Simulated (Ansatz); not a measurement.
Ansatz (an electronic-structure program) input file for GaCl₂, SMILES [Cl][Ga][Cl], multiplicity 2, PBE/def2-TZVPD. The structure is a stationary point at PBE-D3(BJ)/def2-TZVP. The spin state was assumed, not searched. The isomer is the one that the SMILES or the coordinates give; other isomers of the formula were not compared.

Ansatz 0.2 input:
```yaml
crystal:
  periodic: [false, false, false]
  atoms:
    - {symbol: Ga, position_ang: [0.00000000, 0.00000000, 0.57406876]}
    - {symbol: Cl, position_ang: [0.00000000, -1.88866137, -0.52341564]}
    - {symbol: Cl, position_ang: [0.00000000, 1.88866137, -0.52341564]}
basis:
  gaussian:
    orbitals: def2-TZVPD
hamiltonian:
  xc: {name: PBE}
magnetization: {spin_polarized: true, initial_magnetization: 1}
```

It prints:

```
WARN ansatz: RAYON_NUM_THREADS=1 ignored (pool sized by the plan → 1); use --threads N
Functional definition: PBE
integrals: 0.08 GiB planned
936 factors; their error is unknown
mean field: 0.58 GiB planned
mean field evaluation 1: about -77406.1387 eV, gradient 2.6e1 eV
mean field evaluation 2: about -77398.0522 eV, gradient 5.3e1 eV
mean field evaluation 4: about -77408.2314 eV, gradient 1.9e0 eV
mean field evaluation 8: about -77408.2287 eV, gradient 4.5e-2 eV
mean field evaluation 16: about -77408.2287 eV, gradient 9.1e-6 eV
mean field -77408.22867541 eV, -2844.6999346394 hartree, gradient 9.1e-6 eV, S^2 0.752106; 0 other end points of the search recorded, 0 dependent functions left out
reference -77408.22873479 eV, -2844.6999368214 hartree; 33, 32 occupied and 113, 114 virtual orbitals, 936 factors
Total energy: -77408.22873479 eV, -2844.6999368214 hartree
```

The calculation finished and met its thresholds.
